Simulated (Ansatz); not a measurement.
`CC(C)OC(=O)C(=O)OCC(F)(F)C(F)F` with charge +1. Charge 1, multiplicity 2. Geometry r2SCAN-D4/def2-SVP, that of the neutral singlet; atoms count from 1.

```
atom   x (Å)   y (Å)   z (Å)
  C1  -4.008   1.459  -0.236
  C2  -3.155   0.417   0.454
  C3  -3.039   0.609   1.955
  O4  -1.828   0.529  -0.147
  C5  -1.054  -0.549  -0.083
  O6  -1.335  -1.608   0.420
  C7   0.283  -0.257  -0.782
  O8   0.508   0.700  -1.471
  O9   1.142  -1.262  -0.524
 C10   2.445  -1.136  -1.075
 C11   3.381  -0.609  -0.005
 F12   2.910   0.564   0.492
 F13   3.465  -1.486   1.028
 C14   4.802  -0.362  -0.512
 F15   4.766   0.554  -1.504
 F16   5.288  -1.522  -1.015
 H17  -3.610   2.468  -0.050
 H18  -5.038   1.413   0.147
 H19  -4.031   1.290  -1.323
 H20  -3.517  -0.602   0.237
 H21  -2.409  -0.172   2.403
 H22  -2.608   1.597   2.183
 H23  -4.037   0.550   2.417
 H24   2.443  -0.442  -1.929
 H25   2.779  -2.136  -1.380
 H26   5.456  -0.007   0.304
```

(1) Estimate the Mulliken populations from the PBE0/def2-SVP orbitals of Ansatz.

(2) Where does the spin sit?

(3) And the Mayer bond orders between heavy atoms (over 0.3)?

Results:

(1) 
```tsv
atom	charge (e)	spin (α − β)
C1	-0.04	0.01
C2	-0.07	0.01
C3	-0.06	0.01
O4	-0.25	0.07
C5	0.31	-0.05
O6	0.01	0.50
C7	0.31	-0.02
O8	0.00	0.39
O9	-0.27	0.05
C10	0.14	0.01
C11	0.27	0.00
F12	-0.20	0.00
F13	-0.19	0.00
C14	0.45	0.00
F15	-0.20	0.00
F16	-0.21	0.00
H17	0.09	0.00
H18	0.10	0.01
H19	0.09	0.00
H20	0.10	0.00
H21	0.08	0.00
H22	0.09	0.00
H23	0.11	0.00
H24	0.12	0.00
H25	0.13	0.00
H26	0.09	0.00
```
Mulliken values depend strongly on the basis.

(2) Summed by element: C -0.03, O 1.00, F 0.01, H 0.02, of 1 unpaired in all. Largest on single atoms: O6 0.50, O8 0.39, O4 0.07.

(3) C1–C2 1.07 (1.51 Å); C2–C3 1.07 (1.52 Å); C2–O4 0.75 (1.46 Å); O4–C5 1.33 (1.33 Å); C5–O6 1.91 (1.21 Å); C5–C7 0.76 (1.54 Å); C7–O8 2.00 (1.20 Å); C7–O9 1.25 (1.35 Å); O9–C10 0.86 (1.42 Å); C10–C11 0.99 (1.52 Å); C11–F12 1.05 (1.36 Å); C11–F13 1.08 (1.36 Å); C11–C14 0.95 (1.53 Å); C14–F15 1.06 (1.35 Å); C14–F16 1.06 (1.35 Å).
